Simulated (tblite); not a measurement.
Compound: BF2H5P2.
SMILES with atom numbers: `[BH3-:1][P+:2]([F:3])([F:4])[PH2:5]` (hydrogens: H6, H7, H8 on B1; H9, H10 on P5)

Computed with GFN2-xTB (tblite), gas phase: L-BFGS steps from a force-field or distance-geometry start until the largest atomic force falls under 0.01 eV/Å.

Step 3: E = -499.8034 eV
```
atom  x, y, z in Å  |  force x, y, z in eV/Å
B1     -1.1979    0.6519   -0.3070    0.033   0.097  -0.313
P2     -0.0116   -0.3861    0.6895    1.128  -0.285  -0.569
F3      0.3117    0.1214    2.1920   -0.017  -0.465  -0.117
F4     -0.4986   -1.9019    1.0195    0.322   0.390   0.279
P5      2.0395   -0.6577   -0.2568   -0.595  -0.198   0.806
H6     -0.6142    1.6734   -0.4016   -0.003   0.205  -0.020
H7     -2.1767    0.6833    0.3027   -0.687   0.151   0.209
H8     -1.2451    0.0550   -1.3289   -0.095  -0.016  -0.096
H9      1.3787   -0.9453   -1.4420   -0.074   0.016  -0.117
H10     2.0233    0.7107   -0.4898   -0.011   0.106  -0.061
```

Step 4: E = -499.8915 eV
```
atom  x, y, z in Å  |  force x, y, z in eV/Å
B1     -1.2225    0.6722   -0.3275    0.015  -0.106   0.170
P2      0.0044   -0.3746    0.6527    0.754  -0.196  -0.229
F3      0.3139    0.0715    2.1685    0.068  -0.119   0.016
F4     -0.4618   -1.8659    1.0442    0.126   0.009   0.077
P5      2.0406   -0.6693   -0.2360   -0.526  -0.103   0.545
H6     -0.6054    1.6794   -0.3971   -0.152   0.197  -0.119
H7     -2.2060    0.6874    0.3149   -0.182   0.134  -0.105
H8     -1.2430    0.0459   -1.3318   -0.188   0.107  -0.170
H9      1.3762   -0.9371   -1.4242   -0.009  -0.076  -0.155
H10     2.0126    0.6951   -0.4861    0.094   0.154  -0.031
```

Task: Estimate the geometry and energy of step 5. (The exact step hangs on the optimiser's Hessian estimate; all steps are aligned on step 4, rigid shifts and turns removed.)

Result: E = -499.9170 eV, largest force 0.320 eV/Å
```
atom  x, y, z in Å  |  force x, y, z in eV/Å
B1     -1.2261    0.6743   -0.3292    0.017  -0.125   0.238
P2      0.0225   -0.3765    0.6409    0.207  -0.035  -0.016
F3      0.3155    0.0593    2.1642    0.124  -0.049  -0.008
F4     -0.4521   -1.8583    1.0506    0.120  -0.086   0.006
P5      2.0308   -0.6738   -0.2209   -0.240  -0.033   0.209
H6     -0.6066    1.6844   -0.3985   -0.195   0.129  -0.127
H7     -2.2166    0.6909    0.3161    0.007   0.101  -0.178
H8     -1.2462    0.0461   -1.3356   -0.187   0.148  -0.131
H9      1.3754   -0.9369   -1.4241    0.049  -0.081  -0.024
H10     2.0123    0.6953   -0.4861    0.099   0.030   0.029
```

The energy changes by -0.0255 eV. The first-order estimate −F·Δx gives -0.0381 eV and the mean of the old and new forces, exact on a quadratic surface, -0.0253 eV. The step makes an angle of 36° with the force vector and moves no atom by more than 0.022 Å.
